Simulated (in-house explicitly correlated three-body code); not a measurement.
Computed with an exponentially correlated three-body code. Model: two electrons around a point charge, non-relativistic, variational in 260 exponentially correlated functions (energies converged to about 1e-7 hartree, or 1e-8 relative for large Z).

Command:
```bash
python run_hyl.py task.json out
```
Settings (lengths in bohr, energies in hartree):
```
Z                      1.25
screening              0.025
interaction_strength   1
functions              260
states_tried           13
```

Cost of the run: 34 s on 1 thread of Intel(R) Xeon(R) 6975P-C (Granite Rapids) (shared host).

**Those bound S and P states to n = 4 that converged, binding against the one-electron ion.**

Given: nuclear charge 1.25; Yukawa screening of all interactions 0.025 1/bohr.

Computed: one-electron threshold -0.750462666 hartree.

```tsv
term	energy (hartree)	binding (eV)
1 1S	-0.896582127	3.9761
2 3S	-0.761206109	0.29234
2 1S	-0.757567748	0.19334
2 3P	?	?
2 1P	-0.753388596	0.079619
3 3S	-0.751759121	0.035278
3 1S	-0.751229525	0.020867
3 1P	-0.750563519	0.0027444
```

Q: What belongs in the row 2 3P?

A: energy (hartree): -0.753517513; binding (eV): 0.083127.

**Converged states only, values per electron or pair (inverse distances are <exp(-kr)/r>).**

```tsv
term	mean r (bohr)	mean r squared (bohr²)	mean inverse r (1/bohr)	mean r12 (bohr)	mean inverse r12 (1/bohr)	mean cosine	mean p1 dot p2 (bohr⁻²)	delta r1 (bohr⁻³)	delta r12 (bohr⁻³)
1 1S	1.7767	4.5981	0.91338	2.8054	0.45378	-0.095489	0.064247	0.36158	0.011227
2 3S	6.6157	89.056	0.65561	12.121	0.081576	-0.011843	0.00090347	0.31252	-
2 1S	8.6339	154.44	0.64325	16.13	0.05839	-0.0071985	0.0012621	0.31197	0.0002355
2 3P	11.254	279.32	0.63271	21.354	0.040624	-0.0051735	-0.00070261	0.31046	-
2 1P	11.601	296.09	0.63164	22.045	0.03825	-0.0038913	0.00045934	0.31064	1.8274e-06
3 3S	?	?	?	?	?	?	?	?	-
3 1S	26.053	1502	0.6186	50.923	0.011732	-0.0011015	0.00018643	0.31087	3.523e-05
3 1P	43.315	4422.4	0.61506	85.44	0.0051114	-0.00043152	5.6542e-05	0.31066	2.2627e-07
```

Q: What belongs in the row 3 3S?

A: mean r (bohr): 20.909; mean r squared (bohr²): 959.1; mean inverse r (1/bohr): 0.62127; mean r12 (bohr): 40.642; mean inverse r12 (1/bohr): 0.016876; mean cosine: -0.0017269; mean p1 dot p2 (bohr⁻²): 0.00012779; delta r1 (bohr⁻³): 0.31094.

**Electric-dipole lines between converged S and P states, rate of the upper state's decay.**

| s state | p state | p minus s (eV) | oscillator strength from s | rate (1/s) |
| --- | --- | --- | --- | --- |
| 1 1S | 2 1P | 3.8965 | 0.027964 | 6.141e+06 |
| 1 1S | 3 1P | 3.9734 | 0.0032856 | 750260 |
| 2 1S | 2 1P | 0.11372 | 0.83332 | 155870 |
| 2 1S | 3 1P | 0.19059 | 0.0018766 | 986 |
| 3 1S | 2 1P | -0.058751 | -0.3394 | 50835 |
| 3 1S | 3 1P | 0.018123 | 1.1028 | 5238.8 |
| 2 3S | 2 3P | ? | ? | ? |
| 3 3S | 2 3P | -0.047848 | -0.43156 | 42873 |

Q: What belongs in the row 2 3S 2 3P?

A: p minus s (eV): 0.20922; oscillator strength from s: 0.84301; rate (1/s): 533720.
